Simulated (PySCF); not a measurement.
Ga(F)(Cl)(Me), SMILES [F][Ga]([Cl])[CH3] (CH3ClFGa), B3LYP/def2-SVP optimised geometry.

```
7

Ga     0.05     0.26     0.00
F      1.81     0.26     0.00
Cl    -0.77     2.25     0.00
C     -0.96    -1.42     0.02
H     -1.81    -1.36    -0.68
H     -1.35    -1.59     1.03
H     -0.30    -2.25    -0.26
```

Density from PySCF 2.14.0 with B3LYP/def2-TZVP at that geometry.

Minimum of the electron density along straight lines between bonded atoms, close to the bond critical point (lines longer than 1.1 times the sum of covalent radii, or with two minima, are not listed):

```
bond     length / Å  ρ at the minimum / e bohr⁻³  ∇²ρ there / e bohr⁻⁵  position (fraction from the first atom)
-------  ----------  ---------------------------  --------------------  ---------------------------------------
Ga1–F2        1.758                        0.130                  0.83                                     0.49
Ga1–Cl3       2.156                            ?                  0.26                                     0.44
Ga1–C4        1.954                            ?                     ?                                     0.48
C4–H5         1.099                        0.270                 -0.90                                     0.64
C4–H6         1.101                        0.268                 -0.89                                     0.64
C4–H7         1.099                        0.271                 -0.90                                     0.64
```

Question: Fill in the missing entries.

Answer: 
- Ga1–Cl3, ρ at the minimum / e bohr⁻³: 0.095
- Ga1–C4, ρ at the minimum / e bohr⁻³: 0.117
- Ga1–C4, ∇²ρ there / e bohr⁻⁵: 0.17
